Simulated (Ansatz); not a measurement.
Bi₃Te. Total charge 0; doublet. Geometry PBE-D4/def2-SVP; atoms count from 1.

```xyz
4

Bi   -0.4047    0.4780    1.2813
Bi   -1.4199   -1.0713   -1.2114
Bi   -0.2203    1.4060   -1.6883
Te    2.0449   -0.8126    1.6184
```

In the def2 sets Bi, Te take a core potential; there is no spin–orbit coupling. The charge 0 doublet is spin-contaminated (final ⟨S²⟩ up to 0.95, 0.75 for a pure state). Another isomer (doublet) lies 1.00 eV lower at PBE0-D4/def2-TZVP; other spin states weren't run for this one.

**Question.** Estimate the Mulliken populations from the PBE0/def2-TZVP orbitals of Ansatz.

**Answer.** 
```
atom  charge (e)  spin (α − β)
 Bi1        0.15         -0.08
 Bi2        0.05         -0.41
 Bi3        0.05          0.64
 Te4       -0.24          0.85
```
Mulliken values depend strongly on the basis.

**Question.** Where does the spin sit?

**Answer.** Summed by element: Bi 0.15, Te 0.85, of 1 unpaired in all. Largest on single atoms: Te4 0.85, Bi3 0.64, Bi2 -0.41.

**Question.** And the Mayer bond orders between heavy atoms (over 0.3)?

**Answer.** Bi1–Bi2 0.89 (3.11 Å); Bi1–Bi3 0.86 (3.12 Å); Bi1–Te4 1.31 (2.79 Å); Bi2–Bi3 1.84 (2.79 Å).
